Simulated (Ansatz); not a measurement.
The same path of Cl2GeH2 + FH (7 atoms, charge 0, multiplicity 1) was run twice with different band settings. Lost on the way: Ge1–H2, F6–H7. Made: Ge1–F6, H2–H7.

Theory: Ansatz 0.2.0, RKS B3LYP/def2-SVP.

Relaxed end points:

```xyz
7
Properties=species:S:1:pos:R:3
Ge 0.342 -0.119 -0.087
H 0.528 -0.397 1.403
H 1.608 0.234 -0.879
Cl -0.975 1.632 -0.285
Cl -0.609 -1.798 -1.052
F -2.207 -0.143 1.882
H -2.203 0.591 1.305
```

```xyz
7
Properties=species:S:1:pos:R:3
Ge -0.257 0.057 -0.858
H -0.757 -0.130 3.826
H 1.236 0.170 -0.555
Cl -1.010 1.792 -1.869
Cl -0.723 -1.712 -1.979
F -1.121 -0.061 0.645
H -0.885 -0.117 3.076
```

Common settings: movable images 7; climbing image yes; spring 5.0 eV/Å²; optimiser quadratic models (default); force threshold 0.05 eV/Å; iteration limit 60; end points relaxed.

| run | start path |
| --- | --- |
| 1 | through a guess of the saddle point |
| 2 | straight line |

Q: What does each run give, and how far can it be trusted?

A: Run 1: converged after 28 iterations, highest image 1.784 eV above the first end. Neighbouring images differ by up to 1.8 eV, so the band resolves the path poorly. A vibrational analysis at the climbing image gives 2 clearly imaginary modes (1227i, 43i cm⁻¹): a point of higher order, so a lower path passes nearby.
Run 2: converged after 60 iterations, highest image 1.669 eV above the first end. Neighbouring images differ by up to 1.8 eV, so the band resolves the path poorly. The order of the stationary point at the top wasn't checked.
The orbitals stay closed-shell, which can raise the energy where a bond breaks towards radicals; this wasn't checked here.
